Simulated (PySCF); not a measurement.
1-fluorobicyclo[2.2.2]octane, C8H13F.
SMILES with atom numbers: `[F:1][C@@:2]12[CH2:3][CH2:4][C@@H:5]([CH2:6][CH2:7]1)[CH2:8][CH2:9]2` (hydrogens: H10, H11 on C3; H12, H13 on C4; H14 on C5; H15, H16 on C6; H17, H18 on C7; H19, H20 on C8; H21, H22 on C9)

The same species was optimised twice, with GFN2-xTB and with PBE0-D3(BJ)/def2-SVP (PySCF), and the same property calculations (PySCF, gas phase) were run on both structures.

```csv
coordinate,GFN2-xTB,PBE0-D3(BJ)/def2-SVP,change
F1–C2 (Å),1.394,1.384,-0.010
C3–C4 (Å),1.537,1.545,+0.008
C8–C9 (Å),1.537,1.545,+0.008
C6–C7 (Å),1.537,1.545,+0.008
C2–C9 (Å),1.525,1.523,-0.002
C2–C3 (Å),1.525,1.523,-0.002
C2–C7 (Å),1.525,1.523,-0.002
C5–C8 (Å),1.530,1.532,+0.002
C5–C6 (Å),1.530,1.532,+0.002
C4–C5 (Å),1.530,1.532,+0.002
C2–C7–C6 (°),108.6,109.3,+0.7
C2–C3–C4 (°),108.6,109.2,+0.6
C2–C9–C8 (°),108.7,109.3,+0.6
C7–C2–C9 (°),110.3,109.8,-0.5
F1–C2–C7 (°),108.7,109.2,+0.5
F1–C2–C3 (°),108.8,109.2,+0.4
F1–C2–C9 (°),108.7,109.1,+0.4
C4–C5–C6 (°),109.6,109.2,-0.4
```

Rotational constants: A = 2458, B = 1572, C = 1571 MHz (GFN2-xTB) against A = 2462, B = 1562, C = 1562 MHz (PBE0-D3(BJ)/def2-SVP). Atoms that the bonding makes alike are paired by their places after alignment.

On the GFN2-xTB structure: HOMO (eV) -8.13 [PBE0/pcSseg-1]; LUMO (eV) 0.92 [PBE0/pcSseg-1]; dipole (D) 2.14 [PBE0/pcSseg-1]; GIAO shielding of F1 (ppm) 358.0 [PBE0/pcSseg-1]; GIAO shielding of C2 (ppm) 92.7 [PBE0/pcSseg-1]; GIAO shielding of C3/C7/C9 (mean) (ppm) 152.5 [PBE0/pcSseg-1]; GIAO shielding of C4/C6/C8 (mean) (ppm) 156.9 [PBE0/pcSseg-1]; GIAO shielding of C5 (ppm) 159.5 [PBE0/pcSseg-1].

Problem. What do these properties become on the PBE0-D3(BJ)/def2-SVP structure?

Solution. 
```tsv
property	level	on GFN2-xTB	on PBE0-D3(BJ)/def2-SVP	change
HOMO (eV)	PBE0/pcSseg-1	-8.13	-8.13	0.00
LUMO (eV)	PBE0/pcSseg-1	0.92	0.90	-0.02
dipole (D)	PBE0/pcSseg-1	2.14	2.09	-0.05
energy, GFN2-xTB geometry as zero (kcal/mol)	PBE0/pcSseg-1	0.0	-0.3	-0.3
GIAO shielding of F1 (ppm)	PBE0/pcSseg-1	358.0	360.5	+2.5
GIAO shielding of C2 (ppm)	PBE0/pcSseg-1	92.7	95.0	+2.3
GIAO shielding of C3/C7/C9 (mean) (ppm)	PBE0/pcSseg-1	152.5	150.6	-1.9
GIAO shielding of C4/C6/C8 (mean) (ppm)	PBE0/pcSseg-1	156.9	154.8	-2.1
GIAO shielding of C5 (ppm)	PBE0/pcSseg-1	159.5	158.5	-1.0
```

The heavy atoms differ by 0.008 Å rms after alignment. Among bonds between heavy atoms F1–C2 changes most (-0.010 Å). Changes are differences of the printed values. Neither structure is proved a minimum here.
